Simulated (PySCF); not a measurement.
A structure optimised at PBE0-D3(BJ)/def2-SVP, used in a PySCF frequency run:

```
Si
H 1 1.4937
C 1 1.8897 2 110.34
H 3 1.1031 1 107.19 2 -155.80
H 3 1.1031 4 106.91 1 116.73
C 3 1.5174 4 110.57 5 120.09
O 6 1.4028 3 107.76 4 68.87
H 7 0.9617 6 109.14 3 171.63
H 6 1.1090 7 111.67 8 -67.39
H 6 1.1090 9 106.78 7 -122.12
Cl 1 2.0826 2 108.40 3 -122.33
Si 1 2.3435 2 110.80 3 123.27
H 12 1.4943 1 110.73 2 58.87
H 12 1.4960 13 108.92 1 -120.26
H 12 1.4986 13 108.76 14 -117.83
```
Charge 0, spin multiplicity 1.

Task: Write its SMILES and formula.

Result: OCC[Si@H]([SiH3])Cl, C2H9ClOSi2

Task: What are its rotational constants (standard atomic weights)?

Result: 2.3473, 1.1261, 0.81514 GHz
